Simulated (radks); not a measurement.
Coulomb parameter of the 4d shell of the zirconium ion Zr+ in the model configuration [Kr] 4d1.5 5s1.5, as a second difference U = [E(n + 0.5) + E(n - 0.5) - 2 E(n)] / (0.5)^2 with all orbitals relaxed. "Bare": the charge of the atom changes with n. "Screened": the 5s shell takes up the change at fixed total charge, which measures U(4d,4d) + U(5s,5s) - 2 U(4d,5s). All-electron calculation, scalar-relativistic Kohn-Sham, SCAN, spin-unpolarised, spherical densities, finite nucleus; meta-GGA in the generalised Kohn-Sham scheme; Fermi nuclear charge, rms radius 4.2694 fm. Program: a radial shooting solver on a logarithmic mesh with Libxc functionals.

| case | configuration | E - E(n) (eV) |
|---|---|---|
| start | [Kr] 4d1.5 5s1.5 | 0.000 |
| bare +0.5 | [Kr] 4d2 5s1.5 | -4.338 |
| bare -0.5 | [Kr] 4d1 5s1.5 | 6.603 |
| screened +0.5 | [Kr] 4d2 5s1 | -0.038 |
| screened -0.5 | [Kr] 4d1 5s2 | 0.256 |

U(bare) = 9.062 eV, U(screened by 5s) = 0.871 eV, against the Slater integral F0(4d,4d) = 11.898 eV with frozen orbitals.
